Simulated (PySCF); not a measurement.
## Shieldings and the share of exact exchange

Molecule: SMILES N#CCB(Cl)Cl, C$_{2}$H$_{2}$BCl$_{2}$N.

Molfile (atoms numbered from 1):
```
C2H2BCl2N
     RDKit          3D

  8  7  0  0  0  0  0  0  0  0999 V2000
   -0.8772    2.2242    0.3832 N   0  0  0  0  0  0  0  0  0  0  0  0
   -0.4141    1.2761   -0.0910 C   0  0  0  0  0  0  0  0  0  0  0  0
    0.1709    0.0896   -0.6863 C   0  0  0  0  0  0  0  0  0  0  0  0
    1.5803   -0.3544   -0.1285 B   0  0  0  0  0  0  0  0  0  0  0  0
    2.3660   -1.7160   -0.8911 Cl  0  0  0  0  0  0  0  0  0  0  0  0
    2.3508    0.4447    1.2054 Cl  0  0  0  0  0  0  0  0  0  0  0  0
   -0.5176   -0.7656   -0.5585 H   0  0  0  0  0  0  0  0  0  0  0  0
    0.2587    0.2239   -1.7787 H   0  0  0  0  0  0  0  0  0  0  0  0
  1  2  3  0
  2  3  1  0
  3  4  1  0
  4  5  1  0
  4  6  1  0
  3  7  1  0
  3  8  1  0
M  END
```

GIAO shieldings (ppm, equivalent atoms averaged) in PySCF on the PBE0-D3(BJ)/def2-SVP geometry, basis pcSseg-2, gas phase, non-relativistic:

```csv
functional,exact exchange (%),σ(C3),σ(B4),σ(Cl5/Cl6)
BLYP,0,155.6,26.0,607.9
BP86,0,159.1,30.7,612.2
PBE,0,159.3,29.8,610.6
B3LYP,20,160.7,30.6,641.5
PBE0,25,165.2,35.3,653.5
BHandHLYP,50,167.2,38.0,687.6
HF,100,177.3,52.6,756.8
```

Task: Fit each shielding as a line in the percentage of exact exchange.

Result: σ(C3) = 158.1 + 0.19 x (rms 1.5 ppm); σ(B4) = 28.2 + 0.23 x (rms 1.9 ppm); σ(Cl5/Cl6) = 611.8 + 1.47 x (rms 2.7 ppm). The functionals also differ in their semilocal parts, which the line can't hold; Hartree–Fock has no correlation at all.

Task: What does the line predict for mPW1PW91 (25 %), and what does the run give?

Result: σ(C3): 162.8 predicted, 164.6 computed; σ(B4): 34.0 predicted, 35.3 computed; σ(Cl5/Cl6): 648.5 predicted, 653.9 computed ppm.
